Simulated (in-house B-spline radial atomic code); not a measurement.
Values are calculated unless marked as measured or tabulated.
# Building a PAW d channel for Rh, r_c = 1.09 bohr

Rh, [Kr] 4d8 5s1, non-relativistic PBE, spherical and spin-unpolarised, from a B-spline radial code for spherical atoms (atomic units; all potentials screened as in the neutral atom).

Two all-electron partial waves φ1, φ2 are integrated outwards at E1 = ε(4d) = -0.231835 and E2 = E1 + 1.5 hartree; φ1 is the bound orbital and φ2 has unit norm inside r_c = 1.0907 bohr. Smooth partners are polynomials, r^3(a0 + a1 r² + a2 r⁴ + a3 r⁶), matched to φ and three derivatives at r_c, with no condition on the norm. The local potential is -28.4554 + (53.2064) r² + (-43.1075) r⁴ + (13.2192) r⁶ inside 0.893 bohr and the all-electron one outside.

```tsv
wave	φ(r_c)	φ'(r_c)	a0	a1	a2	a3
1	0.8450609	0.1041365	3.062314	-3.778303	1.900547	-0.3599078
2	1.281941	-1.70381	7.11809	-9.871047	5.15357	-0.9982868
```

Inside r_c the overlaps are <φi φj> = [[0.27845, 0.52444], [0.52444, 1.00000]] and, for the smooth waves, [[0.26210, 0.49067], [0.49067, 0.92889]]. With χj = (Ej − T − V_local) applied to smooth wave j, the program's quadrature gives the matrix B_ij = <smooth i, χj> as [[0.38181, 0.76547], [0.81612, 1.65480]].

(1) Check the match of the first wave, and find the augmentation charges q_ij.

(2) B isn't symmetric. Show that D_ij = B_ij + Ej q_ij is.

Solving (T + V_local + Σ p D p) ψ = E (1 + Σ p q p) ψ in a sphere of 9 bohr gives these levels:

```json
{"all-electron": "-0.231823", "one projector": "-0.231823", "two projectors": "-0.231823"}
{"all-electron": "0.122247", "one projector": "0.122219", "two projectors": "0.122247"}
{"all-electron": "0.408502", "one projector": "0.408284", "two projectors": "0.408501"}
{"all-electron": "0.843681", "one projector": "0.842787", "two projectors": "0.843680"}
{"all-electron": "1.419280", "one projector": "1.416560", "two projectors": "1.419280"}
```

(3) What does the second projector gain?

Answers

(1) At r_c the four terms are 3.97343, -5.83208, 3.48992, -0.78621, which sum to 0.8451, φ1(r_c) to rounding. q_ij is the all-electron overlap less the smooth one: [[0.01634, 0.03377], [0.03377, 0.07111]]. The smooth first wave has a norm of 0.2621 inside r_c against 0.2784, and q11 > 0 puts back the missing charge.

(2) Integrating by parts gives B12 − B21 = (E1 − E2) q12: 0.76547 − (0.81612) = -0.05065, and −1.5 × (0.03377) = -0.05065. So D12 = 0.76547 + (1.268165)(0.03377) = 0.80829 and D21 = 0.81612 + (-0.231835)(0.03377) = 0.80829; D11 = 0.37802, D22 = 1.74497. The projectors, p = (B⁻¹)ᵀ χ, are dual to the smooth waves; det B = 0.0071, small beside B11 B22, as the two smooth waves look alike inside r_c.

(3) With one projector the errors are 0.00, -0.03, -0.22, -0.89, -2.72 millihartree. With two the errors are 0.00, 0.00, 0.00, 0.00, 0.00 millihartree. The scattering is exact at E1 and at E2 = 1.268, and over all levels compared the largest error is under 0.01 millihartree. The lowest eigenvalue of the overlap operator is 1 with one and 1 with two projectors. The smooth orbital alone needs a cutoff of 25.1 hartree for 1 millihartree of kinetic energy, against 40.1 for a norm-conserving Troullier-Martins orbital of the same radius; part of the gain comes from giving up the norm, part from the simpler form.
